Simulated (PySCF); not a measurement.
C2H5ClO2Si.
Bonds: C1–C2, C2–O3 (double), C2–O4, O4–Si5, Si5–Cl6. Hydrogens: H7, H8, H9 on C1; H10, H11 on Si5.

Method: PBE0-D3(BJ)/def2-SVP geometry optimisation, gas phase (PySCF); density fitting, grid level 1; the optimiser is geomeTRIC in internal coordinates, started from a GFN2-xTB structure with every atom displaced at random (about 0.01 Å).

Step 0: E = -26627.2020 eV
```
atom  x, y, z in Å  |  force x, y, z in eV/Å
C1     -1.9001    0.1387    0.4038   -0.337   2.027   0.112
C2     -0.6093    0.3572   -0.2942    0.775  -0.038  -0.123
O3     -0.4375    1.0331   -1.2754    0.033  -0.164   0.190
O4      0.4203   -0.3079    0.2978   -2.794   0.246   0.457
Si5     1.9538   -0.2981   -0.2408    0.788   0.821  -0.456
Cl6     2.8147   -1.4810    1.1098    0.981  -0.913   0.879
H7     -2.6845    0.7243   -0.1142    0.230  -0.265   0.135
H8     -2.1506   -0.8898    0.4016   -0.335  -1.509   0.122
H9     -1.8392    0.5019    1.4507    0.081  -0.268  -0.265
H10     2.0150   -0.8715   -1.5527    0.200  -0.397  -0.972
H11     2.4682    1.0599   -0.1299    0.377   0.461  -0.081
```

Step 1: E = -26627.4539 eV
```
atom  x, y, z in Å  |  force x, y, z in eV/Å
C1     -1.9471    0.1813    0.3833   -0.091  -0.227  -0.050
C2     -0.6000    0.3417   -0.2454   -0.093  -0.106   0.196
O3     -0.3418    0.9917   -1.2234    0.051   0.156  -0.240
O4      0.3448   -0.3453    0.4069    0.525  -0.186   0.070
Si5     1.9438   -0.2910   -0.2247   -0.297  -0.064   0.134
Cl6     3.0316   -1.4978    1.0505   -0.140   0.160  -0.163
H7     -2.6940    0.7506   -0.1762   -0.055   0.043  -0.042
H8     -2.2134   -0.8935    0.3912    0.042   0.249   0.038
H9     -1.9145    0.5206    1.4286    0.016  -0.029   0.009
H10     1.9705   -0.8796   -1.5828    0.009  -0.023   0.019
H11     2.4709    1.0880   -0.1515    0.032   0.026   0.031
```

**Question.** Estimate the geometry and energy of step 2. (The exact step hangs on the optimiser's Hessian estimate; all steps are aligned on step 1, rigid shifts and turns removed.)

**Answer.** E = -26627.4639 eV, largest force 0.198 eV/Å
```
atom  x, y, z in Å  |  force x, y, z in eV/Å
C1     -1.9501    0.1855    0.3786    0.043  -0.097   0.034
C2     -0.5878    0.3120   -0.2283   -0.189   0.033   0.039
O3     -0.3288    0.9596   -1.2114    0.187   0.003  -0.065
O4      0.3579   -0.3773    0.4280    0.026   0.001  -0.012
Si5     1.9373   -0.2864   -0.2255   -0.067   0.001   0.002
Cl6     3.0548   -1.4835    1.0206   -0.050   0.059  -0.058
H7     -2.6758    0.7693   -0.1988    0.044  -0.004   0.002
H8     -2.2431   -0.8752    0.3956   -0.005   0.020   0.025
H9     -1.9244    0.5314    1.4218   -0.001  -0.009   0.022
H10     1.9605   -0.8676   -1.5862    0.008  -0.007   0.005
H11     2.4503    1.0989   -0.1378    0.002  -0.001   0.007
```

The energy changes by -0.0100 eV. The first-order estimate −F·Δx gives -0.0207 eV and the mean of the old and new forces, exact on a quadratic surface, -0.0109 eV. The step makes an angle of 76° with the force vector and moves no atom by more than 0.041 Å.

The cost below is that of the whole optimisation. Time: 60 s; peak memory 0.50 GiB. Hardware: one thread, Arm Neoverse V2 (aarch64), shared host with 192 logical CPUs at a one-minute load of 100.
